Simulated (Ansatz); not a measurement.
Cartesian coordinates in Å:
```
C -0.8676 1.5096 -2.3782
C -0.8804 1.0574 -1.2545
Al -0.8572 0.3219 0.5028
Ge 1.0578 -1.0979 1.1514
H -0.8601 1.9100 -3.3671
H -2.0749 0.6329 1.4643
H 2.3816 -0.6283 0.5203
H 1.2659 -1.1542 2.6770
H 0.8349 -2.5515 0.6840
```

Total charge 0; spin multiplicity 1.

(1) List the PBE0/def2-TZVPP orbital energies in eV (the Gaussian-basis code of Ansatz). (An estimate is asked.)

## Answers

(1) Ansatz gave: Occupied: -10859.57, -1528.30, -1357.88, -1207.69, -1207.68, -1207.68, -278.52, -277.94, -170.57, -120.36, -120.36, -120.35, -114.16, -74.28, -74.08, -74.06, -33.20, -33.20, -33.15, -33.12, -33.12, -20.97, -15.49, -15.23, -12.45, -9.78, -9.50, -9.33, -8.55, -8.46, -7.55. Lowest empty: -2.14, -0.08, 0.25, 0.62, 0.87, 1.60, 1.82, 2.20.
